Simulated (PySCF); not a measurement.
C₇H₆F₂O.
Geometry (GFN2-xTB, Å), atoms numbered from 1 in this order:
```
atom  x, y, z in Å
C1    -2.450   -1.383    0.299
C2    -1.302   -0.732    0.263
C3     0.120   -1.083    0.083
C4     0.499    0.210    0.207
O5     1.670    0.906    0.191
C6     2.800    0.167    0.087
F7     3.842    0.954    0.373
F8     2.991   -0.276   -1.180
C9    -0.878    0.699    0.396
C10   -1.460    1.868    0.591
H11   -2.496   -2.451    0.176
H12   -3.381   -0.866    0.451
H13    0.627   -2.011   -0.095
H14    2.824   -0.718    0.751
H15   -0.886    2.777    0.645
H16   -2.528    1.948    0.699
```

The closed-shell SCF was solved with PySCF and density fitting under several settings on one GFN2-xTB geometry (grid level 2 and gas phase unless stated).

```tsv
settings	basis functions	SCF cycles	E (Eh)	HOMO (eV)	LUMO (eV)	dipole (D)
PBE0/pcseg-1	170	14	-544.4635	-6.84	-1.10	1.91
HF/STO-3G, start guess atom	56	11	-535.1082	-6.74	6.40	1.26
```

Problem. Estimate the rows for these settings: (1) CAM-B3LYP/6-311G**, IEF-PCM acetonitrile; (2) PBE0/3-21G, fitting basis def2-universal-jkfit, start guess sap; (3) LC-wPBE/6-31G*, IEF-PCM methanol, grid level 3.

Solution. 
```
                                                       settings  basis functions  SCF cycles     E (Eh)  HOMO (eV)  LUMO (eV)  dipole (D)
                       CAM-B3LYP/6-311G**, IEF-PCM acetonitrile              216          13  -545.0939      -7.83       0.33        2.26
PBE0/3-21G, fitting basis def2-universal-jkfit, start guess sap              102          23  -541.5764      -6.59      -0.73        1.93
                 LC-wPBE/6-31G*, IEF-PCM methanol, grid level 3              152          14  -544.8049      -8.95       1.67        2.06
```

Problem. Over all rows, what range does the HOMO–LUMO gap span?

Solution. From 5.74 eV (PBE0/pcseg-1) to 13.14 eV (HF/STO-3G, start guess atom). The functional of the narrowest has 25 % exact exchange, that of the widest 100 % exact exchange.

Problem. And the dipole moment?

Solution. From 1.26 D (HF/STO-3G, start guess atom) to 2.26 D (CAM-B3LYP/6-311G**, IEF-PCM acetonitrile); the largest is 1.79 times the smallest, and the median is 1.93 D.

Problem. Compare two rows with the functional PBE0: PBE0/pcseg-1 and PBE0/3-21G, fitting basis def2-universal-jkfit, start guess sap. Which energy is lower, and by how much?

Solution. PBE0/pcseg-1 (170 functions) lies 2.8871 Eh or 1812 kcal/mol below PBE0/3-21G, fitting basis def2-universal-jkfit, start guess sap (102 functions).

Whole jobs, the steps after the SCF included, on one thread of an Arm Neoverse V1, no GPU, on a shared host:

```csv
settings,work after the SCF,wall time,peak memory
PBE0/pcseg-1,"spin–spin couplings from 8 perturbed nuclei, spin–dipole term for 2 of them",36 s,0.88 GiB
"HF/STO-3G, start guess atom","shieldings, ring-centre shieldings",2.7 s,0.37 GiB
"CAM-B3LYP/6-311G**, IEF-PCM acetonitrile","shieldings, ring-centre shieldings, charges and field gradients",48 s,1.1 GiB
"PBE0/3-21G, fitting basis def2-universal-jkfit, start guess sap","shieldings, ring-centre shieldings, charges and field gradients",18 s,0.57 GiB
"LC-wPBE/6-31G*, IEF-PCM methanol, grid level 3","spin–spin couplings from 8 perturbed nuclei, spin–dipole term for 2 of them",38 s,0.88 GiB
```

Cycle counts include a coarse-grid stage where the run had one. All basis functions are spherical, in the Pople sets too. The structure is a single GFN2-xTB conformer; no vibrational corrections.
